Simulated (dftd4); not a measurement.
CHN, triplet, geometry from GFN2-xTB (a higher spin typed on purpose: for a closed-shell molecule this is an excited state); D4 for hf (dftd4 4.2.0).

Input for dftd4:
```
$ dftd4 mol.xyz --func hf --charge 0 --json dftd4.json --noedisp --property

# file mol.xyz
3

C     -0.45270886     0.35757152    -0.08821317
N      0.58114433    -0.25990983     0.07503626
H     -1.35175721    -0.32606026     0.00402514
```

Write the output that dftd4 gives for this input, abridged.


```
                    ____  _____ _____     ____  _  _
      -------------|  _ \|  ___|_   _|---|  _ \| || |------------
     |             | | | | |_    | | ___ | | | | || |_           |
     |             | |_| |  _|   | ||___|| |_| |__   _|          |
     |             |____/|_|     |_|     |____/   |_|            |
     |             ===================================           |
     |            E. Caldeweyher, S. Ehlert & S. Grimme          |
     |          Mulliken Center for Theoretical Chemistry        |
     |                    University of Bonn                     |
      -----------------------------------------------------------

Rational (Becke-Johnson) damping: hf-D4-ATM
---------------------
  s6         1.0000
  s8         1.6168
  s9         1.0000
  a1         0.4496
  a2         3.3574
 alp        16.0000
--------------------

Atomic data, radii in Ångström:
------------------------------------------------------
   Z          R(cov)      r4/r2   hardness         EN
------------------------------------------------------
   6 C        1.0000     1.6431     0.4220     2.5500
   7 N        0.9467     1.4350     0.5044     3.0400
   1 H        0.4267     1.0622     0.4726     2.2000
------------------------------------------------------

Atomic reference systems (in atomic units):
----------------------------------------------------------------------------
   Z        #      CN     q+Z       C6(AA)   #      CN     q+Z       C6(AA)
----------------------------------------------------------------------------
   6 C      1  0.0000  6.0000      49.3833   2  0.9189  5.8288      52.1688
            3  1.9079  5.8579      35.6972   4  2.8312  5.7775      35.8445
            5  3.7487  5.7435      28.6317   6  2.9183  5.8956      32.2504
            7  0.8556  6.2103      25.6194
   7 N      1  0.0000  7.0000      25.3714   2  0.8583  6.6470      32.5496
            3  1.8399  6.6987      28.5877   4  2.5804  6.1757      42.3910
            5  0.9809  7.0000      18.1534
   1 H      1  0.0000  1.0000       7.6362   2  0.8942  1.0000       3.0374
----------------------------------------------------------------------------

Atomic properties (in atomic units):
----------------------------------------------------------------------------
     #    Z              CN          q      C6(AA)        C8(AA)   alpha(0)
----------------------------------------------------------------------------
     1    6 C        1.8272     0.1327     28.3968      821.2835     8.5995
     2    7 N        0.9105    -0.3157     27.6260      609.4519     7.6084
     3    1 H        0.9167     0.1830      1.1897       14.3821     1.7060
----------------------------------------------------------------------------

Molecular properties (in atomic units):
----------------------------------------
 molecular C6                 135.9122
 molecular C8                3255.0999
----------------------------------------

Dispersion energy:      -3.1102051782571E-03 Eh

[Info] JSON dump of results written to 'dftd4.json'
```
